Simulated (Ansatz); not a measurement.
Molecule: As2 (charge -1, doublet). SMILES of the parent species: [As]#[As]
Coordinates optimised at B3LYP-D3(BJ)/def2-TZVP (Ansatz, a quantum-chemistry and plane-wave program):
```
As
As 1 2.2052
```
Charge -1, spin multiplicity 2.

Q: Give the harmonic wavenumbers at B3LYP-D3(BJ)/def2-TZVP (Ansatz, finite differences of forces, unscaled).

A: 377 cm⁻¹. Zero-point energy 0.5 kcal/mol.

Q: From these and the geometry, give the ideal-gas thermochemistry at 298.15 K and 1 atm (rigid rotor, harmonic oscillator).

A: Point group D∞h, rotational symmetry number 2. Rotational constants 2.774, 2.774 GHz. S(trans) 40.92, S(rot) 15.94, S(vib) 1.05, S(elec, spin only) 1.38, S 59.3 cal/(mol K). H(298) - H(0) 2.28 kcal/mol; G - E(el) -14.9 kcal/mol.
